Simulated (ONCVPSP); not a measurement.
Ag, ONCV: configuration errors across variants

| Quantity | Value |
| --- | --- |
| Element | silver |
| Generator | ONCVPSP 4.0.1 |
| Type | optimised norm-conserving Vanderbilt (ONCV) |
| Functional | PBE |
| Relativity | scalar-relativistic |
| Frozen core | [Kr] |
| Valence charge | 11 |
| Reference configuration | 4d10 5s1 |
| Partial waves | 5s: rc 2.40 bohr, ncon 4, nbas 9, qcut 2.7 1/bohr, 3 projectors, debl 2.3 Ha; p scattering state at 0.08 Ha: rc 2.35 bohr, ncon 3, nbas 6, qcut 3.5 1/bohr, 2 projectors, debl 1.1 Ha; 4d: rc 1.30 bohr, ncon 4, nbas 9, qcut 7.5 1/bohr, 1 projector |
| Local potential | polynomial inside 1.00 bohr (lpopt 3, dvloc0 0 Ha) |
| Core correction | Teter function, fcfact 5.25, rcfact 1.05 |

All-electron excitation energies from the reference (eV): (1) 4d10 5s0 7.757; (2) 4d9 5s0 29.871; (3) 4d8 5s0 66.064; (4) 4d9 5s1 13.152.

1 further variants failed, have other tests or too few solved ones, and are left out.

A true bound ghost makes a file unfit for plane-wave use even where its test errors are small: the radial tests pick states by their node count and pass the ghost by.

Errors AE − PS in meV (a dash: test not solved or not reliable):

```csv
change,(1),(2),(3),(4),bound ghosts,GHOST(+) flags above zero
base,+3.7,+30,-49,-29,"s, p",s
"all radii but the core radius scaled by about 0.94 (s 2.26, p 2.20, d 1.22 bohr); local potential polynomial inside 0.94 bohr (lpopt 3, dvloc0 0 Ha)",+3.2,+35,-35,-30,"s, p",s
"all radii but the core radius scaled by about 1.11 (s 2.66, p 2.60, d 1.44 bohr); local potential polynomial inside 1.10 bohr (lpopt 3, dvloc0 0 Ha)",+4.0,+13,-90,-23,p,s
"all radii but the core radius scaled by about 1.14 (s 2.74, p 2.68, d 1.48 bohr); local potential polynomial inside 1.14 bohr (lpopt 3, dvloc0 0 Ha)",+3.9,+5.9,-106,-20,none,"s, p"
"all radii but the core radius scaled by about 1.23 (s 2.96, p 2.90, d 1.60 bohr); local potential polynomial inside 1.24 bohr (lpopt 3, dvloc0 0 Ha)",+2.4,-20,-163,-12,none,"s, p"
"all radii but the core radius scaled by about 1.33 (s 3.20, p 3.12, d 1.74 bohr); local potential polynomial inside 1.34 bohr (lpopt 3, dvloc0 0 Ha)",-0.5,-52,-232,-2.2,none,"s, p"
```

Problem. Give the same row for: all radii but the core radius scaled by about 0.88 (s 2.10, p 2.06, d 1.14 bohr); local potential polynomial inside 0.88 bohr (lpopt 3, dvloc0 0 Ha).

Solution. –, +38, -26, -31; bound ghosts: s, p; GHOST(+) flags above zero: s, p.
